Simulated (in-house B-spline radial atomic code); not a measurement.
A fraction x of an electron is moved 3p → 3d in the chromium ion Cr³⁺, starting from [Ar] 3d3 and keeping the highest spin. Method: non-relativistic LC-wPBE, spin-polarised, spherical fractional occupations, point nucleus. Calculated with a radial B-spline atomic code at the basis-set limit.

Caution: exact exchange at fractional occupations of open shells leaves self-interaction of up to several eV.

| x | E(x) - E(0) (eV) | 3p down level (eV) | 3d up level (eV) |
| --- | --- | --- | --- |
| 0 | 0.0000 | -87.166 | -41.794 |
| 0.125 | 5.6074 | -86.608 | -42.263 |
| 0.25 | ? | ? | ? |
| 0.375 | 16.4365 | -85.470 | -43.191 |
| 0.5 | 21.6571 | -84.890 | -43.649 |
| 0.625 | ? | ? | ? |
| 0.75 | 31.7064 | -83.705 | -44.554 |
| 0.875 | 36.5345 | -83.100 | -45.002 |
| 1 | 41.2312 | -82.488 | -45.445 |

(1) What belongs in the row x = 0.25?

(2) What belongs in the row x = 0.625?

(3) Check Janak's theorem between x = 0.375 and 0.5.

## Answers

(1) An energy change of 11.0866 eV; 3p down at -86.043 eV, 3d up at -42.729 eV.

(2) An energy change of 26.7470 eV; 3p down at -84.301 eV, 3d up at -44.104 eV.

(3) The slope of the energy is 41.76 eV; the orbital levels give 41.76 eV (ε of the receiving orbital less ε of the emptying one, averaged over the two points).
